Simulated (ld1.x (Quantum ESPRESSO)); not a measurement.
Reading a pseudo-wave (Au (Z = 79))

Columns: radius, all-electron u(r) and pseudo u(r) of the 6s shell (level -6.09 eV) of gold in the configuration [Kr] 4d10 4f14 5s2 5p6 5d10 6s1 6p0; LDA (PZ), scalar-relativistic, TM scheme, ld1.x (Quantum ESPRESSO) 7.5.

```csv
r (bohr),all-electron,pseudo
0.098,0.0727,-0.0155
0.195,0.0292,-0.0311
0.292,-0.1854,-0.0470
0.390,-0.1382,-0.0635
0.488,0.0448,-0.0809
0.585,0.2086,-0.0991
0.682,0.2954,-0.1187
0.780,0.3021,-0.1404
0.878,0.2473,-0.1648
0.975,0.1553,-0.1922
1.072,0.0452,-0.2238
1.170,-0.0705,-0.2609
1.268,-0.1815,-0.3036
1.365,-0.2817,-0.3514
1.463,-0.3705,-0.4040
1.560,-0.4451,-0.4580
1.658,-0.5076,-0.5109
1.755,-0.5572,-0.5576
1.852,-0.5959,-0.5960
1.950,-0.6252,-0.6252
2.047,-0.6454,-0.6454
2.145,-0.6584,-0.6584
2.242,-0.6649,-0.6649
2.340,-0.6660,-0.6660
2.438,-0.6626,-0.6626
2.535,-0.6553,-0.6553
```

Problem. How many radial nodes do the two functions have?

Solution. The all-electron 6s function has n − l − 1 = 5 (the table is too coarse to show those close to the nucleus); the pseudo-wave has 0, since the states of the same l below it are removed with the core.

Problem. At about which radius was the pseudo-wave matched?

Solution. 1.95 bohr. The columns agree to 0.0005 from 1.75 bohr on; several derivatives are matched, so the curves merge somewhat inside the radius.

Problem. Is the pseudo-wave norm-conserving?

Solution. Yes: the TM scheme keeps the norm inside the radius equal to the all-electron one, which fixes the energy derivative of the logarithmic derivative at the level.
